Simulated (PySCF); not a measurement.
Assigning NMR signals

Mapped SMILES: `[CH2:1]=[CH:2][CH2:3][SiH2:4][O:5][CH3:6]`. Hydrogens are named by the atom that carries them. Ha(C1) is cis to C3; Hb(C1) is trans to C3.

Relativity neglected, rapidly exchanging positions averaged, one conformer, isolated molecule. σ from GIAO-PBE0/pcSseg-1; GFN2-xTB geometry; PySCF 2.14.

δ = σ(ref) − σ, references computed at the same level: TMS for ¹³C (σ = 186.93 ppm) and ¹H (σ = 31.72 ppm).

(1) Assign these signals to the numbered atoms. ¹³C{¹H} NMR (computed): δ 144.2, 119.1, 54.5, 26.6.

(2) Assign these signals to the numbered atoms. ¹H NMR (500 MHz, computed): δ 6.36 (m, 1H), 5.25 (m, 1H), 5.19 (m, 1H), 4.86 (t, 2H), 3.81 (s, 3H), 1.67 (m, 2H).

## Answers

(1) 
```tsv
δ (ppm)	atoms	environment	reason
144.2	C2	alkene CH	an sp2 carbon of a C=C bond
119.1	C1	terminal =CH2 carbon	the olefinic region
54.5	C6	methyl carbon bonded to O	the inductive effect lowers its shielding
26.6	C3	allylic sp3 CH2 bonded to Si	–
```

(2) 
6.36 → H(C2), hydrogen on an alkene CH: a vinylic proton, deshielded by the sp2 carbon and the C=C anisotropy
5.25 → Ha(C1), hydrogen on a terminal =CH2 carbon: a vinylic proton, deshielded by the sp2 carbon and the C=C anisotropy
5.19 → Hb(C1), hydrogen on a terminal =CH2 carbon
4.86 → H(Si4), hydrogen on a silicon bonded to C, O
3.81 → H(C6), hydrogen on a methyl carbon bonded to O: its carbon carries O, an electronegative neighbour
1.67 → H(C3), hydrogen on an allylic sp3 CH2 bonded to Si: allylic position

Ha(C1) and Hb(C1) lie closer than the usual error of such a calculation, so a measured spectrum could show them in the other order.

Shifts are as computed. Against solution values, carbons near 30 ppm lie about +3 ppm off and those near 130 ppm about +5 ppm. Of 1211 compounds with measured shifts, 218 miss one by over three times the rms of a fit or turn the order of signals round; such compounds aren't used in these exercises. Multiplicities follow the n + 1 count of equivalent neighbours, as no J values were calculated; m marks all less simple cases, F and P coupling included.
